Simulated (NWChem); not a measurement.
System: C5H8; SMILES C=C/C=C/C

The following NWChem deck was run.

```
start job
memory heap 200 mb stack 900 mb global 1100 mb
geometry units angstroms noautosym nocenter noautoz
  C     -0.254717     2.531107     0.000000
  C      0.394499     1.357788     0.000000
  C     -0.249875     0.055671     0.000000
  C      0.411055    -1.114311     0.000000
  C     -0.219741    -2.463938     0.000000
  H     -1.348452     2.575899     0.000000
  H      0.282527     3.482300     0.000000
  H      1.491651     1.355637     0.000000
  H     -1.347742     0.048607     0.000000
  H      1.509000    -1.086358     0.000000
  H      0.090092    -3.049542     0.882478
  H     -1.317902    -2.401867     0.000000
  H      0.090092    -3.049542    -0.882478
end
basis spherical
  C library sto-3g
  H library sto-3g
end
dft
  xc hfexch
  iterations 150
end
property
  shielding 12 1 2 3 4 5 6 7 8 9 10 11 12
  efieldgrad
end
task dft property
```

Excerpt of the output:

```
             Northwest Computational Chemistry Package (NWChem) 7.3.0
             --------------------------------------------------------

                             Geometry "geometry" -> ""
                             -------------------------

 Output coordinates in angstroms (scale by  1.889725989 to convert to a.u.)

  No.       Tag          Charge          X              Y              Z
 ---- ---------------- ---------- -------------- -------------- --------------
    1 C                    6.0000    -0.25471700     2.53110700     0.00000000
    2 C                    6.0000     0.39449900     1.35778800     0.00000000
    3 C                    6.0000    -0.24987500     0.05567100     0.00000000
    4 C                    6.0000     0.41105500    -1.11431100     0.00000000
    5 C                    6.0000    -0.21974100    -2.46393800     0.00000000
    6 H                    1.0000    -1.34845200     2.57589900     0.00000000
    7 H                    1.0000     0.28252700     3.48230000     0.00000000
    8 H                    1.0000     1.49165100     1.35563700     0.00000000
    9 H                    1.0000    -1.34774200     0.04860700     0.00000000
   10 H                    1.0000     1.50900000    -1.08635800     0.00000000
   11 H                    1.0000     0.09009200    -3.04954200     0.88247800
   12 H                    1.0000    -1.31790200    -2.40186700     0.00000000
   13 H                    1.0000     0.09009200    -3.04954200    -0.88247800

 Effective nuclear repulsion energy (a.u.)     153.1895555011

  xc_inp: hfexch multiplicative factor not found.
                              NWChem Property Module
                              ----------------------

  itol2e modified to match energy
  convergence criterion.

                                 NWChem DFT Module
                                 -----------------

 Summary of "ao basis" -> "ao basis" (spherical)
 ------------------------------------------------------------------------------
       Tag                 Description            Shells   Functions and Types
 ---------------- ------------------------------  ------  ---------------------
 C                           sto-3g                  3        5   2s1p
 H                           sto-3g                  1        1   1s

  itol2e modified to match energy
  convergence criterion.

            General Information
            -------------------
          SCF calculation type: DFT
          Wavefunction type:  closed shell.
          No. of atoms     :    13
          No. of electrons :    38
           Alpha electrons :    19
            Beta electrons :    19
          Charge           :     0
          Spin multiplicity:     1
          Use of symmetry is: off; symmetry adaption is: off
          Maximum number of iterations: 150
          AO basis - number of functions:    33
                     number of shells:    23
          Convergence on energy requested:  1.00D-07
          Convergence on density requested:  1.00D-05
          Convergence on gradient requested:  5.00D-04

              XC Information
              --------------
                     Hartree-Fock (Exact) Exchange  1.000

      Superposition of Atomic Density Guess
      -------------------------------------

 Sum of atomic energies:        -189.62387143

      Non-variational initial energy
      ------------------------------

 Total energy =    -190.992412
 1-e energy   =    -562.297734
 2-e energy   =     218.115766
 HOMO         =      -0.058806
 LUMO         =       0.188173

   convergence    iter        energy       DeltaE   RMS-Dens  Diis-err
 ---------------- ----- ----------------- --------- --------- ---------
 d= 0,ls=0.0,diis     1   -191.5678951747 -3.45D+02  1.49D-02  1.44D-01
 d= 0,ls=0.0,diis     2   -191.5994885624 -3.16D-02  4.78D-03  1.07D-02
 d= 0,ls=0.0,diis     3   -191.6018257596 -2.34D-03  9.94D-04  9.83D-04
 d= 0,ls=0.0,diis     4   -191.6019938681 -1.68D-04  1.43D-04  1.98D-05
 d= 0,ls=0.0,diis     5   -191.6019985285 -4.66D-06  7.50D-05  1.22D-06
 d= 0,ls=0.0,diis     6   -191.6019991879 -6.59D-07  9.34D-06  3.39D-08
 d= 0,ls=0.0,diis     7   -191.6019991995 -1.16D-08  2.72D-06  4.87D-09

         Total DFT energy =     -191.601999199465
      One electron energy =     -562.204102959226
           Coulomb energy =      246.184367962448
    Exchange-Corr. energy =      -28.771819703773
 Nuclear repulsion energy =      153.189555501087

 Numeric. integr. density =        0.000000000000

                       DFT Final Molecular Orbital Analysis
                       ------------------------------------

 Vector   17  Occ=2.000000D+00  E=-4.315338D-01
              MO Center=  6.8D-02,  4.1D-01, -3.8D-16, r^2= 4.0D+00
   Bfn.  Coefficient  Atom+Function         Bfn.  Coefficient  Atom+Function
  ----- ------------  ---------------      ----- ------------  ---------------
    29      0.310060   9 H  s                13     -0.304234   3 C  px
     8      0.289543   2 C  px               28      0.288715   8 H  s
    30      0.249091  10 H  s                 9      0.231041   2 C  py
    24     -0.228403   5 C  py               18      0.225231   4 C  px
    14     -0.217390   3 C  py               27     -0.217716   7 H  s

 Vector   18  Occ=2.000000D+00  E=-3.847964D-01
              MO Center=  6.0D-02,  7.2D-01,  5.0D-16, r^2= 2.7D+00
   Bfn.  Coefficient  Atom+Function         Bfn.  Coefficient  Atom+Function
  ----- ------------  ---------------      ----- ------------  ---------------
    10      0.502049   2 C  pz               15      0.456644   3 C  pz
     5      0.387665   1 C  pz               20      0.301995   4 C  pz
    31     -0.122583  11 H  s                33      0.122583  13 H  s
    25     -0.120551   5 C  pz

 Vector   19  Occ=2.000000D+00  E=-2.490912D-01
              MO Center=  5.5D-02,  5.3D-01,  8.7D-17, r^2= 3.5D+00
   Bfn.  Coefficient  Atom+Function         Bfn.  Coefficient  Atom+Function
  ----- ------------  ---------------      ----- ------------  ---------------
    20     -0.521201   4 C  pz                5      0.516462   1 C  pz
    15     -0.432053   3 C  pz               10      0.369811   2 C  pz
    31      0.135619  11 H  s                33     -0.135619  13 H  s
    25      0.089491   5 C  pz

[...]

          -----------------------------------------
          Chemical Shielding Tensors (GIAO, in ppm)
          -----------------------------------------

                                NWChem CPHF Module
                                ------------------

  scftype          =     RHF
  nclosed          =       19
  nopen            =        0
  variables        =      266
  # of vectors     =        3
  tolerance        = 0.10D-03
  level shift      = 0.00D+00
  max iterations   =       50
  max subspace     =       30

 SCF residual:    4.1688971326011320E-005

Iterative solution of linear equations
  No. of variables      266
  No. of equations        3
  Maximum subspace       30
        Iterations       50
       Convergence  1.0D-04

   iter   nsub   residual    time
   ----  ------  --------  ---------
     1      3    1.98D+00       2.4
     2      6    2.21D-01       2.6
     3      9    4.08D-02       2.7
     4     12    5.99D-03       2.8
     5     15    8.60D-04       2.9
     6     18    1.98D-04       3.1
     7     21    2.51D-05       3.2

      Atom:    1  C
        Diamagnetic
    256.6668     -3.5596      0.0000
     -3.5596    264.9059      0.0000
      0.0000      0.0000    239.5128

        Paramagnetic
   -201.7437    -51.2315     -0.0000
    -51.2315   -148.9839      0.0000
     -0.0000      0.0000    -19.9453

        Total Shielding Tensor
     54.9232    -54.7912     -0.0000
    -54.7912    115.9220      0.0000
     -0.0000      0.0000    219.5674

           isotropic =     130.1375
          anisotropy =     134.1449

          Principal Components and Axis System
                 1           2           3
              219.5674    148.1305     22.7146

      1         0.0000     -0.5068      0.8621
      2         0.0000      0.8621      0.5068
      3         1.0000      0.0000      0.0000

      Atom:    2  C
        Diamagnetic
    254.8279      0.6867      0.0000
      0.6867    268.5460      0.0000
      0.0000      0.0000    236.0167

        Paramagnetic
   -221.3123    -49.6910     -0.0000
    -49.6910   -153.2094      0.0000
     -0.0000      0.0000    -20.6020

        Total Shielding Tensor
     33.5156    -49.0043     -0.0000
    -49.0043    115.3365      0.0000
     -0.0000      0.0000    215.4146

           isotropic =     121.4222
          anisotropy =     140.9886

          Principal Components and Axis System
                 1           2           3
              215.4146    138.2625     10.5896

      1         0.0000     -0.4238      0.9058
      2         0.0000      0.9058      0.4238
      3         1.0000      0.0000      0.0000

      Atom:    3  C
        Diamagnetic
    254.4534      0.5930      0.0000
      0.5930    269.9281      0.0000
      0.0000      0.0000    235.1767

        Paramagnetic
   -213.0292    -50.9100     -0.0000
    -50.9100   -147.9425     -0.0000
     -0.0000     -0.0000    -25.9607

        Total Shielding Tensor
     41.4243    -50.3170     -0.0000
    -50.3170    121.9857     -0.0000
     -0.0000     -0.0000    209.2160

           isotropic =     124.2087
          anisotropy =     127.5111

          Principal Components and Axis System
                 1           2           3
              209.2160    146.1591     17.2508

      1         0.0000     -0.4330      0.9014
      2         0.0000      0.9014      0.4330
      3         1.0000      0.0000      0.0000

      Atom:    4  C
        Diamagnetic
    254.1596      0.2555      0.0000
      0.2555    268.2191      0.0000
      0.0000      0.0000    236.1529

        Paramagnetic
   -206.5777    -51.4509      0.0000
    -51.4509   -159.2282     -0.0000
      0.0000     -0.0000    -21.5329

        Total Shielding Tensor
     47.5819    -51.1954      0.0000
    -51.1954    108.9909     -0.0000
      0.0000     -0.0000    214.6200

           isotropic =     123.7309
          anisotropy =     136.3336

          Principal Components and Axis System
                 1           2           3
              214.6200    137.9834     18.5893

      1         0.0000     -0.4928      0.8702
      2         0.0000      0.8702      0.4928
      3         1.0000      0.0000      0.0000

      Atom:    5  C
        Diamagnetic
    243.8855      3.9751      0.0000
      3.9751    253.6575      0.0000
      0.0000      0.0000    241.2640

        Paramagnetic
    -26.1727      4.9787      0.0000
      4.9787    -24.3569     -0.0000
      0.0000     -0.0000    -25.8213

        Total Shielding Tensor
    217.7127      8.9538      0.0000
      8.9538    229.3006     -0.0000
      0.0000     -0.0000    215.4427

           isotropic =     220.8187
          anisotropy =      20.0293

          Principal Components and Axis System
                 1           2           3
              234.1716    215.4427    212.8418

      1         0.4779      0.0000      0.8784
      2         0.8784     -0.0000     -0.4779
      3         0.0000      1.0000     -0.0000

      Atom:    6  H
        Diamagnetic
     40.5090     -2.9657      0.0000
     -2.9657     29.4676      0.0000
      0.0000      0.0000     24.0020

        Paramagnetic
    -14.0456     -0.4975     -0.0000
     -0.4975      0.7707      0.0000
     -0.0000      0.0000      2.1729

        Total Shielding Tensor
     26.4634     -3.4632     -0.0000
     -3.4632     30.2383      0.0000
     -0.0000      0.0000     26.1750

           isotropic =      27.6256
          anisotropy =       7.0041

          Principal Components and Axis System
                 1           2           3
               32.2950     26.1750     24.4068

      1        -0.5106     -0.0000      0.8598
      2         0.8598     -0.0000      0.5106
      3         0.0000      1.0000      0.0000

      Atom:    7  H
        Diamagnetic
     28.9860      5.3680      0.0000
      5.3680     40.4639      0.0000
      0.0000      0.0000     24.5462

        Paramagnetic
     -3.4608     -7.6313      0.0000
     -7.6313     -9.9204      0.0000
      0.0000      0.0000      1.7158

        Total Shielding Tensor
     25.5252     -2.2633      0.0000
     -2.2633     30.5436      0.0000
      0.0000      0.0000     26.2621

           isotropic =      27.4436
          anisotropy =       5.9549

          Principal Components and Axis System
                 1           2           3
               31.4135     26.2621     24.6552

      1        -0.3588      0.0000      0.9334
      2         0.9334      0.0000      0.3588
      3         0.0000      1.0000     -0.0000

      Atom:    8  H
        Diamagnetic
     41.8708      1.1789      0.0000
      1.1789     29.8044      0.0000
      0.0000      0.0000     22.8354

        Paramagnetic
    -16.6386     -2.8885     -0.0000
     -2.8885      0.1429      0.0000
     -0.0000      0.0000      1.8662

        Total Shielding Tensor
     25.2322     -1.7097     -0.0000
     -1.7097     29.9473      0.0000
     -0.0000      0.0000     24.7015

           isotropic =      26.6270
          anisotropy =       5.8124

          Principal Components and Axis System
                 1           2           3
               30.5020     24.7015     24.6775

      1        -0.3086     -0.0000      0.9512
      2         0.9512     -0.0000      0.3086
      3         0.0000      1.0000      0.0000

      Atom:    9  H
        Diamagnetic
     41.5077      0.3856      0.0000
      0.3856     30.8181      0.0000
      0.0000      0.0000     22.1944

        Paramagnetic
    -16.1134     -2.9697      0.0000
     -2.9697      0.1283     -0.0000
      0.0000     -0.0000      2.3502

        Total Shielding Tensor
     25.3943     -2.5840      0.0000
     -2.5840     30.9464     -0.0000
      0.0000     -0.0000     24.5446

           isotropic =      26.9617
          anisotropy =       7.5018

          Principal Components and Axis System
                 1           2           3
               31.9630     24.5446     24.3777

      1        -0.3661      0.0000      0.9306
      2         0.9306      0.0000      0.3661
      3         0.0000      1.0000      0.0000

      Atom:   10  H
        Diamagnetic
     41.5691     -0.2790      0.0000
     -0.2790     29.7244      0.0000
      0.0000      0.0000     23.0263

        Paramagnetic
    -14.2802     -1.1087      0.0000
     -1.1087      0.6336      0.0000
      0.0000      0.0000      1.8841

        Total Shielding Tensor
     27.2889     -1.3877      0.0000
     -1.3877     30.3580      0.0000
      0.0000      0.0000     24.9104

           isotropic =      27.5191
          anisotropy =       5.0599

          Principal Components and Axis System
                 1           2           3
               30.8924     26.7545     24.9104

      1        -0.3594      0.9332     -0.0000
      2         0.9332      0.3594     -0.0000
      3         0.0000      0.0000      1.0000

      Atom:   11  H
        Diamagnetic
     25.7786     -1.2704      2.4937
     -1.2704     33.0281     -7.0358
      2.4937     -7.0358     33.0892

        Paramagnetic
      2.6108     -0.0998     -0.3773
     -0.0998     -0.0592      1.4410
     -0.3773      1.4410      0.4087

        Total Shielding Tensor
     28.3895     -1.3702      2.1164
     -1.3702     32.9690     -5.5948
      2.1164     -5.5948     33.4979

           isotropic =      31.6188
          anisotropy =      11.6614

          Principal Components and Axis System
                 1           2           3
               39.3931     28.2003     27.2630

[...]
```

Level: Hartree-Fock/STO-3G, GIAO. STO-3G and 3-21G are far too small for this property and stand as cheap habits. Coordinates come from a PBE0/def2-SVP optimisation. Not confirmed as a minimum by frequencies. NWChem prints the field gradient with the sign opposite to the second derivative of the potential. The printed shielding anisotropy is the first printed principal value minus the mean of the other two.
